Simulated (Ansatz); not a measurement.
Ansatz (a quantum-chemistry and plane-wave program) input (B3LYP-D3(BJ)/def2-TZVP):

Ansatz 0.2 input:
```yaml
crystal:
  periodic: [false, false, false]
  atoms:
    - {symbol: V, position_ang: [0.29388572, -0.06698477, 0.35608021]}
    - {symbol: O, position_ang: [1.67436778, -0.66736525, -0.12726639]}
    - {symbol: O, position_ang: [-0.34353962, -0.97865716, 1.47962538]}
    - {symbol: Cl, position_ang: [-1.02388217, 0.86522524, -1.11815981]}
basis:
  gaussian:
    orbitals: def2-TZVP
hamiltonian:
  xc: b3lyp
  dispersion: d3bj
phonons: {temperatures: {t_min: 298.15, t_max: 298.15, t_step: 100}}
```

Output:

```
Functional definition: B3LYP
integrals: 0.07 GiB planned
1042 factors; their error is unknown
mean field: 0.61 GiB planned
mean field evaluation 1: about -42291.9754 eV, gradient 1.1e2 eV
mean field evaluation 2: about -41764.6014 eV, gradient 5.6e2 eV
mean field evaluation 4: about -42306.9893 eV, gradient 4.8e1 eV
mean field evaluation 8: about -42309.8693 eV, gradient 3.3e-1 eV
mean field evaluation 16: about -42309.9638 eV, gradient 5.8e-4 eV
mean field -42309.96384548 eV, -1554.8624925978 hartree, gradient 2.9e-5 eV, S^2 0.000000; 0 other end points of the search recorded, 0 dependent functions left out
the calculation of the forces begins
reference -42309.96408111 eV, -1554.8625012570 hartree; 28, 28 occupied and 116, 116 virtual orbitals, 1042 factors
these checks for a lower state are left out or cut short: stability, starts, cluster_reference, orbital_swaps, neighbouring_geometries, increment
integrals: 0.07 GiB planned
1042 factors; their error is unknown
mean field: 0.61 GiB planned
mean field -42309.96376268 eV, -1554.8624895550 hartree, gradient 1.9e-6 eV, S^2 0.000000; 0 other end points of the search recorded, 0 dependent functions left out
the calculation of the forces begins
reference -42309.96399828 eV, -1554.8624982131 hartree; 28, 28 occupied and 116, 116 virtual orbitals, 1042 factors
these checks for a lower state are left out or cut short: stability, starts, cluster_reference, orbital_swaps, neighbouring_geometries, increment
integrals: 0.07 GiB planned
1042 factors; their error is unknown
mean field: 0.61 GiB planned
mean field evaluation 32: about -42309.9638 eV, gradient 1.1e-5 eV
mean field -42309.96375053 eV, -1554.8624891086 hartree, gradient 1.9e-6 eV, S^2 0.000000; 0 other end points of the search recorded, 0 dependent functions left out
the calculation of the forces begins
reference -42309.96398619 eV, -1554.8624977690 hartree; 28, 28 occupied and 116, 116 virtual orbitals, 1042 factors
these checks for a lower state are left out or cut short: stability, starts, cluster_reference, orbital_swaps, neighbouring_geometries, increment
integrals: 0.07 GiB planned
1042 factors; their error is unknown
mean field: 0.61 GiB planned
mean field -42309.96368308 eV, -1554.8624866297 hartree, gradient 1.9e-6 eV, S^2 0.000000; 0 other end points of the search recorded, 0 dependent functions left out
the calculation of the forces begins
reference -42309.96391869 eV, -1554.8624952882 hartree; 28, 28 occupied and 116, 116 virtual orbitals, 1042 factors
these checks for a lower state are left out or cut short: stability, starts, cluster_reference, orbital_swaps, neighbouring_geometries, increment
integrals: 0.07 GiB planned
1042 factors; their error is unknown
mean field: 0.61 GiB planned
mean field -42309.96367931 eV, -1554.8624864913 hartree, gradient 1.9e-6 eV, S^2 0.000000; 0 other end points of the search recorded, 0 dependent functions left out
the calculation of the forces begins
reference -42309.96391496 eV, -1554.8624951514 hartree; 28, 28 occupied and 116, 116 virtual orbitals, 1042 factors
these checks for a lower state are left out or cut short: stability, starts, cluster_reference, orbital_swaps, neighbouring_geometries, increment
integrals: 0.07 GiB planned
1042 factors; their error is unknown
mean field: 0.61 GiB planned
mean field -42309.96376070 eV, -1554.8624894823 hartree, gradient 1.9e-6 eV, S^2 0.000000; 0 other end points of the search recorded, 0 dependent functions left out
the calculation of the forces begins
reference -42309.96399638 eV, -1554.8624981433 hartree; 28, 28 occupied and 116, 116 virtual orbitals, 1042 factors
these checks for a lower state are left out or cut short: stability, starts, cluster_reference, orbital_swaps, neighbouring_geometries, increment
integrals: 0.07 GiB planned
1042 factors; their error is unknown
mean field: 0.61 GiB planned
mean field evaluation 64: about -42309.9637 eV, gradient 1.9e-6 eV
mean field -42309.96368533 eV, -1554.8624867126 hartree, gradient 1.9e-6 eV, S^2 0.000000; 0 other end points of the search recorded, 0 dependent functions left out
the calculation of the forces begins
reference -42309.96392091 eV, -1554.8624953700 hartree; 28, 28 occupied and 116, 116 virtual orbitals, 1042 factors
these checks for a lower state are left out or cut short: stability, starts, cluster_reference, orbital_swaps, neighbouring_geometries, increment
integrals: 0.07 GiB planned
1042 factors; their error is unknown
mean field: 0.61 GiB planned
mean field -42309.96380047 eV, -1554.8624909438 hartree, gradient 1.6e-6 eV, S^2 0.000000; 0 other end points of the search recorded, 0 dependent functions left out
the calculation of the forces begins
reference -42309.96403609 eV, -1554.8624996026 hartree; 28, 28 occupied and 116, 116 virtual orbitals, 1042 factors
these checks for a lower state are left out or cut short: stability, starts, cluster_reference, orbital_swaps, neighbouring_geometries, increment
integrals: 0.07 GiB planned
1042 factors; their error is unknown
mean field: 0.61 GiB planned
mean field -42309.96382932 eV, -1554.8624920039 hartree, gradient 1.6e-6 eV, S^2 0.000000; 0 other end points of the search recorded, 0 dependent functions left out
the calculation of the forces begins
reference -42309.96406496 eV, -1554.8625006636 hartree; 28, 28 occupied and 116, 116 virtual orbitals, 1042 factors
these checks for a lower state are left out or cut short: stability, starts, cluster_reference, orbital_swaps, neighbouring_geometries, increment
integrals: 0.07 GiB planned
1042 factors; their error is unknown
mean field: 0.61 GiB planned
mean field -42309.96382697 eV, -1554.8624919177 hartree, gradient 1.9e-6 eV, S^2 0.000000; 0 other end points of the search recorded, 0 dependent functions left out
the calculation of the forces begins
reference -42309.96406258 eV, -1554.8625005763 hartree; 28, 28 occupied and 116, 116 virtual orbitals, 1042 factors
these checks for a lower state are left out or cut short: stability, starts, cluster_reference, orbital_swaps, neighbouring_geometries, increment
integrals: 0.07 GiB planned
1042 factors; their error is unknown
mean field: 0.61 GiB planned
mean field -42309.96382026 eV, -1554.8624916709 hartree, gradient 2.0e-6 eV, S^2 0.000000; 0 other end points of the search recorded, 0 dependent functions left out
the calculation of the forces begins
reference -42309.96405591 eV, -1554.8625003308 hartree; 28, 28 occupied and 116, 116 virtual orbitals, 1042 factors
these checks for a lower state are left out or cut short: stability, starts, cluster_reference, orbital_swaps, neighbouring_geometries, increment
integrals: 0.07 GiB planned
1042 factors; their error is unknown
mean field: 0.61 GiB planned
mean field -42309.96374768 eV, -1554.8624890037 hartree, gradient 2.0e-6 eV, S^2 0.000000; 0 other end points of the search recorded, 0 dependent functions left out
the calculation of the forces begins
reference -42309.96398331 eV, -1554.8624976629 hartree; 28, 28 occupied and 116, 116 virtual orbitals, 1042 factors
these checks for a lower state are left out or cut short: stability, starts, cluster_reference, orbital_swaps, neighbouring_geometries, increment
integrals: 0.07 GiB planned
1042 factors; their error is unknown
mean field: 0.61 GiB planned
mean field evaluation 96: about -42309.8694 eV, gradient 1.4e-1 eV
mean field -42309.96386287 eV, -1554.8624932369 hartree, gradient 1.1e-6 eV, S^2 0.000000; 0 other end points of the search recorded, 0 dependent functions left out
the calculation of the forces begins
reference -42309.96409850 eV, -1554.8625018962 hartree; 28, 28 occupied and 116, 116 virtual orbitals, 1042 factors
these checks for a lower state are left out or cut short: stability, starts, cluster_reference, orbital_swaps, neighbouring_geometries, increment
integrals: 0.07 GiB planned
1042 factors; their error is unknown
mean field: 0.61 GiB planned
mean field -42309.96381221 eV, -1554.8624913752 hartree, gradient 2.6e-6 eV, S^2 0.000000; 0 other end points of the search recorded, 0 dependent functions left out
the calculation of the forces begins
reference -42309.96404784 eV, -1554.8625000343 hartree; 28, 28 occupied and 116, 116 virtual orbitals, 1042 factors
these checks for a lower state are left out or cut short: stability, starts, cluster_reference, orbital_swaps, neighbouring_geometries, increment
integrals: 0.07 GiB planned
1042 factors; their error is unknown
mean field: 0.61 GiB planned
mean field -42309.96386687 eV, -1554.8624933840 hartree, gradient 1.0e-6 eV, S^2 0.000000; 0 other end points of the search recorded, 0 dependent functions left out
the calculation of the forces begins
reference -42309.96410250 eV, -1554.8625020434 hartree; 28, 28 occupied and 116, 116 virtual orbitals, 1042 factors
Total energy: -42310.13139652 eV, -1554.8686499850 hartree
Atom 0 at     0.293886    -0.066985     0.356080 Å, force     0.000335    -0.000679     0.000289 eV/Å
Atom 1 at     1.674368    -0.667365    -0.127266 Å, force    -0.000141     0.000261    -0.000032 eV/Å
Atom 2 at    -0.343540    -0.978657     1.479625 Å, force    -0.000050     0.000275    -0.000104 eV/Å
Atom 3 at    -1.023882     0.865225    -1.118160 Å, force    -0.000144     0.000143    -0.000153 eV/Å
Dipole moment:     0.088549     0.493082     0.206719 e Å
Vibrations: 121.48 187.03 343.36 495.10 1076.23 1083.32 cm⁻¹, zero-point energy 0.204977 eV
```
